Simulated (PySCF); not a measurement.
SbCl₃, SMILES [Cl][Sb]([Cl])[Cl].

Geometry optimised at r2SCAN-D4/def2-SVP. The isomer is the one that the SMILES or the coordinates give; other isomers of the formula were not compared. The def2 effective core potentials stand for the cores of Sb; spin–orbit coupling is left out.

Computed with PySCF with TDA-PBE/def2-SVPD.

Vertical excitations; the highest root listed may be one member of a degenerate set.  State labels are in the subgroup Cs.

```json
[
 {"state": "S1", "symmetry": "A'", "energy (eV)": "4.96", "λ (nm)": "250", "f": "0.022", "main pairs": "HOMO→LUMO+2 85 %"},
 {"state": "S2", "symmetry": "A\"", "energy (eV)": "4.97", "λ (nm)": "249", "f": "0.000", "main pairs": "HOMO−1→LUMO+1, HOMO→LUMO (degenerate set)"},
 {"state": "S3", "symmetry": "A'", "energy (eV)": "4.97", "λ (nm)": "249", "f": "0.000", "main pairs": "HOMO−1→LUMO, HOMO→LUMO+1 (degenerate set)"},
 {"state": "S4", "symmetry": "A\"", "energy (eV)": "4.98", "λ (nm)": "249", "f": "0.000", "main pairs": "HOMO−1→LUMO+2 66 %, HOMO−3→LUMO 17 %, HOMO−2→LUMO+1 17 %"},
 {"state": "S5", "symmetry": "A\"", "energy (eV)": "5.05", "λ (nm)": "246", "f": "0.010", "main pairs": "HOMO→LUMO, HOMO−2→LUMO+2, HOMO−2→LUMO+1, HOMO−3→LUMO (degenerate set)"},
 {"state": "S6", "symmetry": "A'", "energy (eV)": "5.05", "λ (nm)": "246", "f": "0.010", "main pairs": "HOMO→LUMO+1, HOMO−3→LUMO+2, HOMO−2→LUMO, HOMO−3→LUMO+1 (degenerate set)"},
 {"state": "S7", "symmetry": "A\"", "energy (eV)": "5.11", "λ (nm)": "243", "f": "0.000", "main pairs": "HOMO−3→LUMO 33 %, HOMO−2→LUMO+1 33 %, HOMO−1→LUMO+2 32 %"},
 {"state": "S8", "symmetry": "A'", "energy (eV)": "5.14", "λ (nm)": "241", "f": "0.008", "main pairs": "HOMO−3→LUMO+1, HOMO−2→LUMO, HOMO→LUMO+1, HOMO−1→LUMO (degenerate set)"},
 {"state": "S9", "symmetry": "A\"", "energy (eV)": "5.14", "λ (nm)": "241", "f": "0.008", "main pairs": "HOMO−3→LUMO, HOMO−2→LUMO+1, HOMO→LUMO, HOMO−1→LUMO+1 (degenerate set)"},
 {"state": "S10", "symmetry": "A'", "energy (eV)": "5.25", "λ (nm)": "236", "f": "0.028", "main pairs": "HOMO−2→LUMO 43 %, HOMO−3→LUMO+1 43 %, HOMO→LUMO+2 10 %"},
 {"state": "T1", "symmetry": "A\"", "energy (eV)": "4.31", "λ (nm)": "288", "f": "0", "main pairs": "HOMO→LUMO (degenerate set)"},
 {"state": "T2", "symmetry": "A'", "energy (eV)": "4.31", "λ (nm)": "288", "f": "0", "main pairs": "HOMO→LUMO+1 (degenerate set)"},
 {"state": "T3", "symmetry": "A'", "energy (eV)": "4.42", "λ (nm)": "281", "f": "0", "main pairs": "HOMO→LUMO+2 99 %"},
 {"state": "T4", "symmetry": "A\"", "energy (eV)": "4.74", "λ (nm)": "261", "f": "0", "main pairs": "HOMO−1→LUMO+1 90 %"}
]
```
Triplets are in the Tamm–Dancoff approximation.
